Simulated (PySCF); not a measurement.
## Run record: Si30H36

The script drives PySCF SCF with an in-house response code with single-precision fitted integrals, so total energies wander by about 1e-6 Eh between cycles (the fitting error itself is about 1e-3 Eh and cancels in differences); atoms count from 0. Pop asks for populations, which are stored and not printed.

Job and coordinates (Å):

```
{"job": {"kind": "nmr", "basis": "pcSseg-1", "pop": false, "xc": "KT2"}, "charge": 0, "multiplicity": 1}
Si     6.538158    -1.027139     0.454908
Si     6.229311    -0.624046    -1.825040
Si     5.701284     1.619432    -2.202881
Si     3.751289     2.133666    -1.034235
Si     3.963329     1.786702     1.279328
Si     1.992401     2.320436     2.397748
Si     0.170998     1.035558     1.708261
Si    -1.851081     1.637684     2.789899
Si    -2.329753     3.898764     2.453929
Si    -2.631558     4.257729     0.169999
Si    -4.378077     2.914633    -0.610857
Si    -3.986264     0.623441    -0.274945
Si    -5.688753    -0.806945    -1.035091
Si    -5.205941    -3.063385    -0.655497
Si    -4.906275    -3.444216     1.630217
Si    -3.156844    -2.084145     2.380955
Si    -3.553846     0.204968     2.024184
Si    -1.136068    -2.535772     1.263219
Si     0.704568    -1.262743     1.957478
Si     2.739334    -1.734367     0.880131
Si     4.583825    -0.459377     1.597585
Si     2.444604    -1.480691    -1.464975
Si     4.456802    -1.947189    -2.587786
Si     0.599014    -2.735858    -2.168670
Si    -1.423670    -2.278736    -1.079823
Si    -3.238707    -3.585776    -1.808330
Si    -1.935033     0.022763    -1.317347
Si    -0.117262     1.398440    -0.659356
Si    -0.685284     3.646584    -0.958191
Si     1.918920     0.825552    -1.707881
H      7.707493    -0.300440     0.971881
H      6.883688    -2.436542     0.691889
H      7.468057    -0.963310    -2.552280
H      5.525021     1.879129    -3.639317
H      6.817818     2.501967    -1.832639
H      3.381107     3.546589    -1.244275
H      5.079778     2.627630     1.758661
H      2.150398     2.219622     3.856048
H      1.638803     3.734947     2.184553
H     -1.661157     1.378864     4.233827
H     -3.500414     4.339902     3.226574
H     -1.243452     4.736379     2.983126
H     -2.948515     5.681689    -0.068795
H     -5.658361     3.298088     0.004415
H     -4.608159     3.152251    -2.044627
H     -6.974673    -0.429897    -0.427631
H     -5.913790    -0.564003    -2.468715
H     -6.320457    -3.899931    -1.147468
H     -6.151570    -3.208510     2.377463
H     -4.631058    -4.865682     1.892291
H     -2.952691    -2.303636     3.827907
H     -4.803788     0.553711     2.732212
H     -0.823123    -3.965342     1.473573
H      0.884500    -1.486111     3.409345
H      3.056401    -3.162482     1.094722
H      4.762667    -0.682602     3.046052
H      4.779362    -3.377962    -2.465337
H      4.263793    -1.770082    -4.036600
H      0.911756    -4.169748    -2.039572
H      0.416862    -2.550715    -3.618774
H     -3.431288    -3.420253    -3.258295
H     -2.921778    -5.017635    -1.681897
H     -2.138968     0.250015    -2.765130
H      0.461910     4.451967    -0.508438
H     -0.776642     3.951927    -2.392360
H      1.717315     1.045094    -3.157999
```

Command:

```bash
OMP_NUM_THREADS=8 python large_run.py task.json out
```

What does the program print?


```
start: PBE on a coarse grid of 66853 points
cycle   1  E = -8701.9075165120  dE =  1.868e+00  |g| = 4.422e-01  |ddm| = 8.751e+00
cycle   2  E = -8701.9257126167  dE = -1.820e-02  |g| = 3.318e-01  |ddm| = 1.100e+00
cycle   3  E = -8701.9312942336  dE = -5.582e-03  |g| = 2.684e-01  |ddm| = 1.222e+00
cycle   4  E = -8701.9578193369  dE = -2.653e-02  |g| = 4.847e-02  |ddm| = 7.160e-01
cycle   5  E = -8701.9585012087  dE = -6.819e-04  |g| = 2.441e-02  |ddm| = 1.599e-01
cycle   6  E = -8701.9586962565  dE = -1.950e-04  |g| = 9.219e-03  |ddm| = 7.023e-02
final grid: 492560 points
cycle   7  E = -8783.4132277477  dE = -1.315e-01  |g| = 6.987e-01  |ddm| = 2.114e+00
cycle   8  E = -8783.4240819440  dE = -1.085e-02  |g| = 3.680e-01  |ddm| = 8.529e-01
cycle   9  E = -8783.4258280384  dE = -1.746e-03  |g| = 1.875e-01  |ddm| = 7.399e-01
cycle  10  E = -8783.4390076617  dE = -1.318e-02  |g| = 2.598e-02  |ddm| = 4.716e-01
cycle  11  E = -8783.4392296881  dE = -2.220e-04  |g| = 9.749e-03  |ddm| = 7.555e-02
cycle  12  E = -8783.4392626054  dE = -3.292e-05  |g| = 1.892e-03  |ddm| = 2.582e-02
cycle  13  E = -8783.4392636566  dE = -1.051e-06  |g| = 5.770e-04  |ddm| = 5.789e-03
cycle  14  E = -8783.4392675190  dE = -3.862e-06  |g| = 3.004e-04  |ddm| = 2.021e-03
cycle  15  E = -8783.4392672830  dE =  2.360e-07  |g| = 8.664e-05  |ddm| = 8.622e-04
converged SCF energy = -8783.4392672830

GIAO shielding tensors (ppm)
atom      isotropic    diamagn.    paramagn.     s11        s22        s33       span
  0 Si     462.855     883.806    -420.951    443.052    458.930    486.584     43.532
  1 Si     482.149     884.424    -402.275    467.642    483.716    495.090     27.447
  2 Si     462.561     883.896    -421.335    442.433    458.700    486.550     44.117
  3 Si     473.441     884.651    -411.209    463.302    474.706    482.316     19.014
  4 Si     473.451     883.354    -409.903    468.496    470.133    481.723     13.227
  5 Si     463.574     883.921    -420.346    446.290    455.430    489.003     42.713
  6 Si     465.364     881.031    -415.667    452.901    459.105    484.087     31.186
  7 Si     459.444     882.756    -423.312    448.193    457.818    472.323     24.131
  8 Si     466.730     883.941    -417.211    446.473    462.120    491.598     45.125
  9 Si     480.347     884.220    -403.874    465.688    480.981    494.372     28.684
 10 Si     458.368     883.291    -424.923    439.892    447.220    487.992     48.100
 11 Si     468.445     883.989    -415.545    447.073    475.429    482.832     35.759
 12 Si     456.422     883.344    -426.922    435.463    445.327    488.476     53.013
 13 Si     479.352     884.223    -404.871    465.282    479.786    492.989     27.707
 14 Si     461.222     883.832    -422.610    437.553    458.728    487.385     49.832
 15 Si     465.359     883.959    -418.600    447.314    472.246    476.518     29.204
 16 Si     462.766     882.087    -419.322    443.826    466.973    477.499     33.673
 17 Si     461.944     881.751    -419.807    440.415    469.529    475.888     35.473
 18 Si     454.915     880.935    -426.020    433.446    460.965    470.332     36.886
 19 Si     457.477     882.177    -424.700    434.489    465.726    472.216     37.727
 20 Si     469.446     884.438    -414.992    456.359    475.012    476.968     20.609
 21 Si     471.779     883.046    -411.268    448.731    478.669    487.936     39.206
 22 Si     455.650     883.497    -427.847    433.344    445.627    487.979     54.635
 23 Si     454.018     882.684    -428.667    430.786    447.660    483.607     52.822
 24 Si     470.811     882.498    -411.687    447.452    479.740    485.241     37.789
 25 Si     456.017     883.354    -427.337    436.714    442.347    488.989     52.275
 26 Si     447.542     880.962    -433.420    412.308    460.260    470.059     57.751
 27 Si     455.396     880.265    -424.869    431.786    459.605    474.797     43.011
 28 Si     464.207     884.408    -420.201    441.748    460.211    490.663     48.915
 29 Si     452.764     881.614    -428.850    424.562    459.603    474.129     49.567
 30 H       27.462      29.715      -2.252     23.608     24.211     34.568     10.960
 31 H       27.432      29.558      -2.126     23.795     24.625     33.876     10.081
 32 H       27.527      29.211      -1.683     23.272     23.307     36.003     12.732
 33 H       27.449      29.671      -2.222     23.731     24.849     33.767     10.036
 34 H       27.447      29.958      -2.511     23.509     24.312     34.519     11.010
 35 H       27.099      31.754      -4.655     22.045     26.505     32.747     10.702
 36 H       27.289      31.756      -4.467     22.637     24.714     34.515     11.879
 37 H       27.521      30.939      -3.417     23.042     25.875     33.646     10.604
 38 H       27.150      31.732      -4.581     22.918     26.641     31.892      8.974
 39 H       27.155      31.157      -4.002     24.126     24.248     33.090      8.964
 40 H       27.502      30.446      -2.944     23.853     24.000     34.654     10.801
 41 H       27.329      30.455      -3.126     23.051     25.951     32.987      9.936
 42 H       27.401      29.848      -2.447     22.987     23.438     35.778     12.791
 43 H       27.474      30.579      -3.105     23.115     25.155     34.152     11.037
 44 H       27.377      29.921      -2.544     23.759     25.073     33.301      9.543
 45 H       27.468      30.283      -2.814     23.084     25.240     34.081     10.997
 46 H       27.404      29.605      -2.201     23.679     25.232     33.300      9.621
 47 H       27.461      29.341      -1.880     23.219     23.239     35.924     12.705
 48 H       27.399      29.943      -2.544     23.732     24.192     34.273     10.541
 49 H       27.406      29.775      -2.369     23.744     24.496     33.978     10.234
 50 H       27.119      31.109      -3.990     22.745     25.204     33.408     10.663
 51 H       27.071      33.015      -5.944     23.042     25.091     33.079     10.037
 52 H       26.968      32.255      -5.288     22.808     25.722     32.373      9.565
 53 H       26.861      31.681      -4.820     23.019     25.577     31.986      8.968
 54 H       26.902      32.357      -5.455     22.774     25.727     32.204      9.430
 55 H       27.185      31.178      -3.994     22.662     25.306     33.586     10.925
 56 H       27.489      29.976      -2.487     23.142     25.617     33.709     10.566
 57 H       27.479      29.745      -2.266     23.273     25.702     33.463     10.189
 58 H       27.404      31.173      -3.768     22.553     26.551     33.108     10.555
 59 H       27.320      30.794      -3.474     22.917     26.494     32.550      9.633
 60 H       27.419      29.848      -2.429     23.502     25.443     33.314      9.812
 61 H       27.492      30.084      -2.592     23.175     25.514     33.788     10.612
 62 H       26.596      32.790      -6.194     24.306     25.177     30.305      5.999
 63 H       27.161      31.925      -4.764     22.718     26.825     31.940      9.222
 64 H       27.450      31.060      -3.611     23.294     25.777     33.278      9.984
 65 H       26.856      32.315      -5.459     23.280     26.015     31.273      7.993
```

Roughly how long does this take on 8 threads of Arm Neoverse V1 (shared host), and how large is the basis?

About 38 s of wall time, peak memory 3.8 GiB; 900 basis functions and 1926 fitting functions.
